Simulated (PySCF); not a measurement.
A mixed set of molecules. Computed, not measured: TDDFT PBE0/def2-SVPD, vertical, gas phase, core orbitals frozen in the response in PySCF 2.14.0, density-fitted response routines. Geometries: PBE0-D3(BJ)/def2-SVP; one conformer of each isolated species. Triplets are in the Tamm–Dancoff approximation. Atoms past krypton carry core potentials; spin–orbit coupling is left out. Ions are computed without counter-ions or solvent.

Question: Rank by computed lowest singlet excitation energy, highest first.
A. `C#CCCO`
B. `[NH]=[Ta]([O][SiH3])([O][SiH3])[O][SiH3]`
C. `[CH3][In]([CH3])[Cl]`
D. `[O+]#CCn1cccc1`

Answer: A (6.59 eV), B (5.55 eV), C (5.03 eV), D (2.02 eV).

| SMILES | S1 (eV) | LUMO (eV) | first f ≥ 0.01 (nm) | α (au) | T1 (eV) | S1 mainly |
| --- | --- | --- | --- | --- | --- | --- |
| C#CCCO | 6.59 | 0.48 | 168 | 52.8 | 5.29 | H→L+1 (51%) |
| [NH]=[Ta]([O][SiH3])([O][SiH3])[O][SiH3] | 5.55 | -0.54 | 209 | 140.9 | 5.03 | H-1/H→L+1 (≥56%) |
| [CH3][In]([CH3])[Cl] | 5.03 | -1.26 | 209 | 77.4 | 4.83 | H→L (99%) |
| [O+]#CCn1cccc1 | 2.02 | -7.93 | 352 | 78.3 | – | H→L (100%) |

H and L stand for HOMO and LUMO; a dash means that no computed state gives the value. A slash joins orbitals within 0.01 eV of each other, whose weights are summed (≥ marks a lower bound).

- `C#CCCO`: Löwdin shares by element: HOMO carbon 89% or more, hydrogen 4% or more; LUMO oxygen 34%, hydrogen 28% or more, carbon 18% or more (atoms not listed hold the other 19%).
- `[NH]=[Ta]([O][SiH3])([O][SiH3])[O][SiH3]`: for S1 the Löwdin share of tantalum is 20% in HOMO-1 and 57% in LUMO+1.
- `[CH3][In]([CH3])[Cl]`: Löwdin shares by element: HOMO chlorine 38%, carbon 37%, indium 12%; LUMO indium 62%, carbon 19%, chlorine 12%.
- `[O+]#CCn1cccc1`: Löwdin shares by element: HOMO carbon 82% or more (atoms not listed hold the other 18%); LUMO carbon 52% or more, oxygen 31%, nitrogen 8%.
